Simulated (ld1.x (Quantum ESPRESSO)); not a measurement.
**Ranking TM potentials for magnesium (Mg)**

All share these settings but for the change named:

- Element: magnesium (Mg)
- Generator: ld1.x (Quantum ESPRESSO) 7.5
- Type: norm-conserving Troullier–Martins (Kleinman–Bylander form)
- Functional: PW91
- Relativity: scalar-relativistic
- Frozen core: [Ne]
- Valence charge: 2
- Reference configuration: 3s2 3p0
- Partial waves: 3s (bound): rc 2.25 bohr; 3p (bound, empty): rc 3.85 bohr
- Local potential: all-electron potential smoothed inside 1.70 bohr (lloc = -1)
- Core correction: none

Test errors are all-electron minus pseudo excitation energies from the reference, over 3s1 3p0; 3s1.5 3p0; 3s1 3p1; 3s0 3p2; 3s0 3p1. None of these files shows a bound ghost.

The base gives 93.9 meV.

Of 10 variants that were run, those that failed, showed a ghost or another fault, or gave nearly equal values are left out.

A variant can come out equal or close to the base, since the largest error may sit in a test that the change hardly touches while other tests move.

(1) Rank these variants by their largest absolute test error, smallest first.
A. wave 3s (bound): rc 2.25 bohr becomes 3s (bound): rc 3.36 bohr
B. local potential the s channel
C. wave 3p (bound): rc 3.85 bohr becomes 3p (bound): rc 3.96 bohr
D. functional PBE

## Answers

(1) A (54.8 meV), C (94.3 meV), D (114.7 meV), B (146.0 meV).
